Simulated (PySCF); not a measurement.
Numbering as in the mapped SMILES `[CH3:1][c+:2]1[cH:3][c:4]1[C@H:5]([CH3:6])[F:7]`. Each H is labelled by its parent atom.

Geometry: GFN2-xTB; GIAO absolute shieldings from PySCF 2.14, gas phase, non-relativistic, averaged over equivalent atoms.

At PBE0/pcSseg-1 (159 basis functions, 19 s wall time on 1 thread of an Arm Neoverse V2, shared host):
```json
{"atoms": "C4", "σ (ppm)": "-9.3"}
{"atoms": "C2", "σ (ppm)": "-6.0"}
{"atoms": "C3", "σ (ppm)": "15.4"}
{"atoms": "C5", "σ (ppm)": "96.2"}
{"atoms": "C6", "σ (ppm)": "164.8"}
{"atoms": "C1", "σ (ppm)": "171.8"}
{"atoms": "F7", "σ (ppm)": "381.1"}
{"atoms": "H(C3)", "σ (ppm)": "21.88"}
{"atoms": "H(C5)", "σ (ppm)": "24.91"}
{"atoms": "H(C1)", "σ (ppm)": "27.93"}
{"atoms": "H(C6)", "σ (ppm)": "29.46"}
```

Question: Estimate the result of repeating the calculation with HF/pcSseg-1.

Answer: 
```
atoms  σ at HF/pcSseg-1  change
   C4               2.6   +11.9
   C2               4.5   +10.5
   C3              28.1   +12.7
   C5             114.2   +18.0
   C6             172.7    +7.9
   C1             181.7    +9.9
   F7             416.3   +35.2
H(C3)             22.33   +0.45
H(C5)             25.87   +0.96
H(C1)             28.38   +0.45
H(C6)             29.87   +0.41
```

The largest change is at F7 (fluorine on an sp3 carbon). Cost: 159 basis functions, 6.8 s wall time on 1 thread of an Arm Neoverse V2, shared host. The order of the carbon signals is the same at both levels.
